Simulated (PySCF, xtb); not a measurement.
Si(Cl)(SH) (ClHSSi), SMILES Cl[Si]S (connectivity only; charge and spin as stated), neutral, multiplicity 1. Atoms are numbered in the order given.

```xyz
4

Si     0.9682    -0.0199     0.0000
Cl    -0.3901    -1.6031     0.0000
S     -0.4633     1.5636     0.0000
H      0.4894     2.5140     0.0000
```
Charge 0, spin multiplicity 1.

Geometry optimised at PBE0-D3(BJ)/def2-TZVP. The values are those of a single conformer.

Method: C-PCM-M06-2X/def2-SVP run with PySCF 2.14.0.

The values are the electrostatic part of the solvation free energy, E(continuum) − E(gas) at the gas-phase geometry, in a cavity of scaled van der Waals radii (PySCF's table); cavitation and dispersion terms are not included. In vacuum the orbital gap is 6.55 eV. The dipole moment in vacuum is 1.97 D.

### Question
Estimate the values in water (ε = 78.36), benzene (ε = 2.27), N,N-dimethylformamide (ε = 37.22). (An estimate is asked for; the answer gives what the named calculation found.)

### Answer

```json
[
 {"solvent": "water", "ε": "78.36", "ΔG(elec) (kcal/mol)": "-2.9", "dipole (D)": "2.71", "gap (eV)": "6.63"},
 {"solvent": "benzene", "ε": "2.27", "ΔG(elec) (kcal/mol)": "-1.5", "dipole (D)": "2.34", "gap (eV)": "6.59"},
 {"solvent": "N,N-dimethylformamide", "ε": "37.22", "ΔG(elec) (kcal/mol)": "-2.8", "dipole (D)": "2.69", "gap (eV)": "6.63"}
]
```

For comparison, GFN2-xTB/ALPB(water) (xtb, at the GFN2-xTB geometry, all terms of that model) gives -0.9 kcal/mol.
